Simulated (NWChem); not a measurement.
# C2H4BBrO; SMILES C=CB(O)Br

```xyz
9

B      0.3187     0.5664     0.0016
Br    -0.1031    -1.3337     0.0004
C     -0.8274     1.6112     0.0034
C     -0.5728     2.9278    -0.0028
H     -1.8690     1.2728     0.0091
H     -1.3705     3.6784    -0.0023
H      0.4558     3.3041    -0.0087
O      1.6098     0.9471     0.0004
H      2.2304     0.2102    -0.0013
```
Atoms are numbered in this order, from 1.

All runs: NWChem. Pople sets run with spherical d functions. Structure relaxed at the PBE0/def2-SVP level. GIAO values for the isolated, static molecule; σ is the absolute isotropic shielding, δ = σ(reference) − σ with the isolated reference molecule computed at the same levels (11B: boron trifluoride, 13C: tetramethylsilane, 1H: tetramethylsilane, 17O: water). Spin-orbit effects, on the heavy nuclei and on their neighbours, are missing.

```tsv
level	δ B1 (ppm)	δ C3 (ppm)	δ C4 (ppm)	δ H6 (ppm)	δ H7 (ppm)	δ O8 (ppm)	δ H9 (ppm)
LDA (Slater exchange, VWN5)/pcSseg-1	29.9	149.3	152.6	6.43	6.77	208.1	5.64
BHandHLYP/pcSseg-1	31.2	141.3	150.8	6.36	6.72	170.1	5.16
B3LYP/6-31G*	30.5	126.6	132.5	6.03	6.52	154.0	4.91
KT2/pcSseg-1	26.3	132.2	135.8	6.08	6.43	186.2	5.21
```
